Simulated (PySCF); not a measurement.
Some computed properties have been withheld. Give your best values.

Bis(trimethylamine) alane, C₆H₂₁AlN₂.
SMILES with atom numbers: `[CH3:1][N+:2]([CH3:3])([CH3:4])[AlH3-2:5][N+:6]([CH3:7])([CH3:8])[CH3:9]` (hydrogens: H10, H11, H12 on C1; H13, H14, H15 on C3; H16, H17, H18 on C4; H19, H20, H21 on Al5; H22, H23, H24 on C7; H25, H26, H27 on C8; H28, H29, H30 on C9)

```tsv
property	level	value
point group	PBE0-D3(BJ)/def2-SVP	?
rotational constants A, B, C	PBE0-D3(BJ)/def2-SVP	2.380, 0.565, 0.565 GHz
dipole moment	B97-2/pcSseg-1	?
HOMO energy	B97-2/pcSseg-1	?
LUMO energy	B97-2/pcSseg-1	?
13C chemical shifts (computed TMS as zero) by class	GIAO B97-2/pcSseg-1	?
1H chemical shifts (computed TMS as zero) by class	GIAO B97-2/pcSseg-1	?
isotropic shieldings of nuclei other than C and H, by class	GIAO B97-2/pcSseg-1	220 (N2/N6), 463 (Al5) ppm
core binding energies	ΔSCF SCAN, pcX-2 on the ionised atom, pcseg-1 elsewhere, spin-free X2C	?
```

Gas-phase values; electronic properties from PySCF, density fitting. Geometry: PBE0-D3(BJ)/def2-SVP; no solvent or vibrations. NMR classes are plain means over equivalent atoms (diastereotopic ones count apart unless rotation or inversion swaps them), as if these changed places fast; in this geometry the members of some classes differ.

(1) The HOMO energy?

(2) The 1H chemical shifts (computed TMS as zero) by class?

(3) The 13C chemical shifts (computed TMS as zero) by class?

(4) What is the LUMO energy?

(5) The point group?

(6) The core binding energies?

(7) What is the dipole moment?

Answers

(1) -6.56 eV.

(2) 3.14 (H19/H20/H21), 2.19 (H10 and 17 like it) ppm.

(3) 45.8 (C1/C3/C4/C7/C8/C9) ppm.

(4) 1.46 eV.

(5) D3h.

(6) C1s 291.3 (C1/C3/C4/C7/C8/C9), N1s 405.4 (N2/N6), Al1s 1564.3 (Al5) eV.

(7) 0.00 D by symmetry (numerical residue 0.02 D).

Point group D3h forbids a permanent dipole, so the rigid molecule has no electric-dipole pure rotational spectrum. With B = h/(8π²I), that is 505.379 GHz u Å² over I, the principal moments of inertia are 212.3, 894.6 and 894.6 u Å² (most abundant isotopes). The rotational constants are those of a prolate symmetric top.
